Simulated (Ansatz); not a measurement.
Cartesian coordinates in Å:
```
C 0.5965 -1.5077 -1.0023
Ga 0.0000 0.0000 0.0000
C -0.5965 1.5077 1.0023
H -0.1938 -2.2615 -1.0295
H 1.4867 -1.9290 -0.5295
H 0.8376 -1.1945 -2.0207
H -1.5991 1.3126 1.3899
H 0.0886 1.6847 1.8346
H -0.6201 2.3877 0.3553
```

Total charge 1; spin multiplicity 1.

**Question.** List the r2SCAN/def2-TZVPP orbital energies in eV (Ansatz 0.2.0). (Best estimate.)

**Answer.** Ansatz gave: Occupied: -10129.10, -1251.27, -1107.69, -1107.69, -1107.55, -278.53, -278.53, -154.78, -107.67, -107.67, -107.26, -27.37, -27.28, -27.28, -27.03, -27.03, -23.41, -23.36, -16.04, -15.79, -15.79, -15.55, -15.55, -13.36. Lowest empty: -7.16, -7.16, -6.22, -2.54, -2.25, -1.79, -1.79, -1.09.
